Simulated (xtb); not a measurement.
CH$_{3}$O (SMILES [CH2]O), doublet, at a GFN2-xTB geometry; GFN0-xTB in xtb.

Input for xtb:
```
$ xtb mol.xyz --gfn 0 --uhf 1 --acc 1000 --json

# file mol.xyz
5

C      0.68555475     0.02506030    -0.03326015
O     -0.67125356    -0.12186477    -0.00544343
H     -1.09819889     0.73923507    -0.05875489
H      1.12820553     0.97457786     0.20251259
H      1.22669342    -0.88925661     0.09935069
```

What the program printed (banner, timings and long lists left out):

```
   ID    Z sym.   atoms
    1    6 C      1
    2    8 O      2
    3    1 H      3-5

           -------------------------------------------------
          |                Calculation Setup                |
           -------------------------------------------------

           -------------------------------------------------
          |                 G F N 0 - x T B                 |
           -------------------------------------------------

          ...................................................
          :                      SETUP                      :
          :.................................................:
          :  # basis functions                  14          :
          :  # atomic orbitals                  14          :
          :  # shells                           10          :
          :  # electrons                        13          :
          :  electronic temp.          300.0000000     K    :
          :  accuracy                 1000.0000000          :
          :  -> integral cutoff          0.2000000E+02      :
          :  -> integral neglect         0.1000000E-04      :
          ...................................................

         :::::::::::::::::::::::::::::::::::::::::::::::::::::
         ::                     SUMMARY                     ::
         :::::::::::::::::::::::::::::::::::::::::::::::::::::
         :: total energy              -6.970459656741 Eh    ::
         :: gradient norm              0.029468741306 Eh/a0 ::
         :: HOMO-LUMO gap              4.275989958980 eV    ::
         ::.................................................::
         :: H0 energy                 -6.998386436656 Eh    ::
         :: repulsion energy           0.070360297408 Eh    ::
         :: electrostat energy        -0.029311519734 Eh    ::
         :: -> Gsolv                   0.000000000000 Eh    ::
         ::    -> Gsasa                0.000000000000 Eh    ::
         ::    -> Gshift               0.000000000000 Eh    ::
         :: dispersion energy         -0.000415826629 Eh    ::
         :: short-range corr.         -0.012706171131 Eh    ::
         :: add. restraining           0.000000000000 Eh    ::
         :: total charge               0.000000000000 e     ::
         :::::::::::::::::::::::::::::::::::::::::::::::::::::

           -------------------------------------------------
          |                Property Printout                |
           -------------------------------------------------

    * Orbital Energies and Occupations

         #    Occupation            Energy/Eh            Energy/eV
      -------------------------------------------------------------
         1        2.0000           -0.6962189             -18.9451
         2        2.0000           -0.6191761             -16.8486
         3        2.0000           -0.5630000             -15.3200
         4        2.0000           -0.5251490             -14.2900
         5        2.0000           -0.4731846             -12.8760
         6        2.0000           -0.4603337             -12.5263
         7        1.0000           -0.3242619              -8.8236 (HOMO)
         8                         -0.1671222              -4.5476 (LUMO)
         9                         -0.1272289              -3.4621
        10                         -0.0898911              -2.4461
        11                          0.0337244               0.9177
        12                          0.2321312               6.3166
        13                          0.2494393               6.7876
        14                          0.3982834              10.8378
      -------------------------------------------------------------
                  HL-Gap            0.1571397 Eh            4.2760 eV
             Fermi-level            0.0000000 Eh            0.0000 eV

     #   Z          covCN         q      C6AA      α(0)
     1   6 C        2.706    -0.101    32.226     9.262
     2   8 O        1.658    -0.462    21.925     6.334
     3   1 H        0.805     0.297     0.730     1.342
     4   1 H        0.926     0.114     1.661     2.016
     5   1 H        0.926     0.152     1.377     1.835

 Mol. C6AA /au·bohr⁶  :        185.694542
 Mol. C8AA /au·bohr⁸  :       3953.652341
 Mol. α(0) /au        :         20.788635

Wiberg/Mayer (AO) data.
largest (>0.10) Wiberg bond orders for each atom

 ---------------------------------------------------------------------------
     #   Z sym  total        # sym  WBO       # sym  WBO       # sym  WBO
 ---------------------------------------------------------------------------
     1   6 C    3.398 --     2 O    1.422     5 H    0.990     4 H    0.988
     2   8 O    2.425 --     1 C    1.422     3 H    0.982
     3   1 H    0.987 --     2 O    0.982
     4   1 H    0.992 --     1 C    0.988
     5   1 H    1.006 --     1 C    0.990
 ---------------------------------------------------------------------------

Topologies differ in total number of bonds
Writing topology from bond orders to xtbtopo.mol

 dipole moment from electron density (au)
     X       Y       Z
  -0.5821   0.5005   0.1105  total (Debye):    1.971

           -------------------------------------------------
          | TOTAL ENERGY               -6.970459656741 Eh   |
          | GRADIENT NORM               0.029468741306 Eh/α |
          | HOMO-LUMO GAP               4.275989958980 eV   |
           -------------------------------------------------

normal termination of xtb
```
